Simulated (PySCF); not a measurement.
## Two-component Hartree-Fock for Sb⁺ (antimony, charge +1)

Start: [Kr] 4d10 5s1 5p2 6s1; 5s1/2 filled at m_j = +1/2; 5p3/2 filled at m_j = +1/2, +3/2; 6s1/2 filled at m_j = +1/2. Calculated with PySCF 2.14 in x2c-SVPall-2c with one added diffuse shell each of s, p type (7s9p4d, 54 functions): generalised Hartree-Fock with the X2C-1e Hamiltonian and a Gaussian nucleus; one run each with spin-orbit coupling (SO) switched off, then screened by Boettger's factors. This is a chosen level, not necessarily the ground level.

| spinor shell | electrons | ε, spin-free (eV) | ε, screened SO (eV) | weight of nominal j (screened SO) | rms radius, screened SO (bohr) |
| --- | --- | --- | --- | --- | --- |
| 1s1/2 | 2 | -30652.3 | -30649.5 | 1.000 | 0.0326 |
| 2s1/2 | 2 | -4769.4 | -4768.7 | 1.000 | 0.133 |
| 2p1/2 | 2 | -4277.3 | -4452.4 | 1.000 | 0.115 |
| 2p3/2 | 4 | -4277.3 | -4197.7 | 1.000 | 0.120 |
| 3s1/2 | 2 | -986.35 | -986.19 | 1.000 | 0.352 |
| 3p1/2 | 2 | -821.77 | -855.04 | 1.000 | 0.345 |
| 3p3/2 | 4 | -821.77 | -806.61 | 1.000 | 0.356 |
| 3d3/2 | 4 | -570.90 | -576.68 | 1.000 | 0.330 |
| 3d5/2 | 6 | -570.90 | -566.93 | 1.000 | 0.333 |
| 4s1/2 | 2 | -190.02 | -190.04 | 1.000 | 0.841 |
| 4p1/2 | 2 | -137.24 | -143.41 | 0.999 | 0.894 |
| 4p3/2 | 4 | -137.24 | -134.49 | 0.999 | 0.919 |
| 4d3/2 | 4 | -57.864 | -58.725 | 0.949 | 1.10 |
| 4d5/2 | 6 | -57.864 | -57.360 | 0.966 | 1.11 |
| 5s1/2 | 1 | -31.927 | -31.908 | 0.999 | 2.25 |
| 5p3/2 | 2 | -20.570 | -20.464 | 0.778 | 2.72 |
| 6s1/2 | 1 | -7.959 | -7.967 | 1.000 | 5.64 |

```csv
quantity,spin-free,screened SO
E (hartree),-6475.67746,-6477.29422
M_J,3,3
⟨J²⟩,12.005,12.005
⟨L²⟩,2.003,2.075
⟨S²⟩,6.002,5.964
```

Each row is a mean over spinors that exchange with the open shell spreads, by up to 1.106 eV (4s1/2).

Rows whose weight is well below 1 are mixtures of j = l ± 1/2: exchange outweighs spin-orbit coupling there, and the label is only the starting occupation.

Breit and QED terms are absent; they matter most for the inner s and p1/2 levels.

Densities and radii are taken from the X2C orbitals without a picture-change correction, which distorts them close to the nucleus.

Without spin-orbit coupling the j labels of p, d and f shells carry no meaning; the spin-free column gives the mean over the occupied spinors of each nl shell.
